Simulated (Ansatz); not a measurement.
Program: Ansatz 0.2.0.

A structure relaxed at PBE0-D4/def2-TZVP, charge 0, multiplicity 1:

Cartesian coordinates in Å:
```
C -0.057 1.792 -0.083
Si 0.425 0.097 -0.693
Si 0.238 -1.612 0.864
S -1.831 -1.657 0.230
S -1.206 -0.956 -1.664
H 0.753 2.232 0.504
H -0.270 2.451 -0.927
H -0.949 1.728 0.544
H 1.594 0.178 -1.612
H 0.963 -2.859 0.501
H 0.340 -1.395 2.334
```

Question: Give its formula and SMILES.

Answer: CH6S2Si2, `C[SiH]1[SiH2]SS1`.

Question: Summarise the bond lengths by kind.

Answer: 1 × C–Si 1.865 Å; 3 × C–H 1.092 to 1.093 Å; 1 × Si–Si 2.319 Å; 2 × S–Si 2.164 to 2.171 Å; 3 × H–Si 1.488 to 1.489 Å; 1 × S–S 2.113 Å.
